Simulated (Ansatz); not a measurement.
Species: C2H4O2, SMILES `C=C(O)O` (O–C–O–H torsion -42°, O–C–O–H torsion -42°) (charge 0, multiplicity 1), formula C2H4O2.

Task: How many basis functions does Ansatz (a program for electronic structure) with frozen-core CCSD(T)/cc-pVQZ // B3LYP-D3(BJ)/def2-TZVP use, how many core orbitals are frozen, and how many electrons are correlated?

Result: 340 basis functions and 4 frozen orbitals, which leaves 24 correlated electrons. Core time is of the order of minutes.
